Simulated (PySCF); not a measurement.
C3H11FOSi2.
Numbering: `[CH3:1][O:2][Si@@H:3]([F:4])[CH2:5][CH2:6][SiH3:7]` (hydrogens: H8, H9, H10 on C1; H11 on Si3; H12, H13 on C5; H14, H15 on C6; H16, H17, H18 on Si7)

The same species was optimised twice, with GFN2-xTB and with PBE0-D3(BJ)/def2-SVP (PySCF), and the same property calculations (PySCF, gas phase) were run on both structures.

```tsv
coordinate	GFN2-xTB	PBE0-D3(BJ)/def2-SVP	change
O2–Si3 (Å)	1.614	1.647	+0.033
Si3–C5 (Å)	1.886	1.857	-0.029
Si3–F4 (Å)	1.621	1.632	+0.011
C6–Si7 (Å)	1.902	1.896	-0.006
C5–C6 (Å)	1.529	1.534	+0.005
C1–O2 (Å)	1.401	1.403	+0.002
O2–Si3–C5 (°)	104.1	107.7	+3.6
C5–C6–Si7 (°)	114.6	117.5	+2.9
C1–O2–Si3 (°)	128.9	126.0	-2.9
F4–Si3–C5 (°)	111.2	108.5	-2.7
Si3–C5–C6 (°)	114.3	116.0	+1.7
O2–Si3–F4 (°)	107.8	109.0	+1.2
C1–O2–Si3–F4 (°)	50	64	+14
O2–Si3–C5–C6 (°)	166	175	+9
Si3–C5–C6–Si7 (°)	67	62	-5
```

Rotational constants: A = 4113, B = 829.2, C = 728.8 MHz (GFN2-xTB) against A = 4188, B = 819.9, C = 722.8 MHz (PBE0-D3(BJ)/def2-SVP). Point groups within 0.08 Å: C1 and C1.

On the GFN2-xTB structure: HOMO (eV) -8.25 [PBE0/pcSseg-1]; LUMO (eV) 0.66 [PBE0/pcSseg-1]; dipole (D) 1.73 [PBE0/pcSseg-1]; GIAO shielding of C1 (ppm) 134.3 [PBE0/pcSseg-1]; GIAO shielding of O2 (ppm) 298.1 [PBE0/pcSseg-1]; GIAO shielding of Si3 (ppm) 357.5 [PBE0/pcSseg-1]; GIAO shielding of F4 (ppm) 335.8 [PBE0/pcSseg-1]; GIAO shielding of C5 (ppm) 171.6 [PBE0/pcSseg-1]; GIAO shielding of C6 (ppm) 184.7 [PBE0/pcSseg-1]; GIAO shielding of Si7 (ppm) 418.8 [PBE0/pcSseg-1].

What do these properties become on the PBE0-D3(BJ)/def2-SVP structure?

| property | level | on GFN2-xTB | on PBE0-D3(BJ)/def2-SVP | change |
| --- | --- | --- | --- | --- |
| HOMO (eV) | PBE0/pcSseg-1 | -8.25 | -8.35 | -0.10 |
| LUMO (eV) | PBE0/pcSseg-1 | 0.66 | 0.67 | +0.01 |
| dipole (D) | PBE0/pcSseg-1 | 1.73 | 1.95 | +0.22 |
| energy, GFN2-xTB geometry as zero (kcal/mol) | PBE0/pcSseg-1 | 0.0 | -2.6 | -2.6 |
| GIAO shielding of C1 (ppm) | PBE0/pcSseg-1 | 134.3 | 131.2 | -3.1 |
| GIAO shielding of O2 (ppm) | PBE0/pcSseg-1 | 298.1 | 291.2 | -6.9 |
| GIAO shielding of Si3 (ppm) | PBE0/pcSseg-1 | 357.5 | 352.3 | -5.2 |
| GIAO shielding of F4 (ppm) | PBE0/pcSseg-1 | 335.8 | 332.5 | -3.3 |
| GIAO shielding of C5 (ppm) | PBE0/pcSseg-1 | 171.6 | 173.3 | +1.7 |
| GIAO shielding of C6 (ppm) | PBE0/pcSseg-1 | 184.7 | 184.5 | -0.2 |
| GIAO shielding of Si7 (ppm) | PBE0/pcSseg-1 | 418.8 | 414.4 | -4.4 |

The heavy atoms differ by 0.098 Å rms after alignment. Among the bonds compared O2–Si3 changes most (+0.033 Å). Changes are differences of the printed values. Neither structure is proved a minimum here.

The values belong to the conformer `[CH3:1][O:2][Si@@H:3]([F:4])[CH2:5][CH2:6][SiH3:7]`: C1–O2–Si3–F4 64°, O2–Si3–C5–C6 175°, Si3–C5–C6–Si7 62°.
